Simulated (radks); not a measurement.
Problem. The bismuth ion Bi28+, 55 electrons, occupied as [Kr] 4d10 4f9 (the NIST ground configuration). Method: Dirac Kohn-Sham, BLYP, spin-unpolarised, spherical densities, finite nucleus; open shells fill j = l - 1/2 first; Fermi nuclear charge, rms radius 5.5211 fm; computed with a radial shooting solver on a logarithmic mesh with Libxc functionals.

Spin-orbit splittings of the eigenvalues, e(l+1/2) - e(l-1/2), with zeta = 2 splitting/(2l+1) and mean radii in bohr:

shell  occ.  splitting (eV)  zeta (eV)  <r> j=l-1/2  <r> j=l+1/2
2p        6            2321       1547      0.05387      0.06291
3p        6           521.9      347.9       0.1612       0.1775
3d       10           110.8      44.31       0.1540       0.1590
4p        6           138.1      92.09       0.3670       0.3974
4d       10           27.04      10.82       0.3940       0.4030
4f        9               ?          ?       0.3873       0.3913
5p        0           44.89      29.92       0.7176       0.7621

Estimate the 4f splitting.

Solution. 6.980 eV (zeta = 1.994 eV).
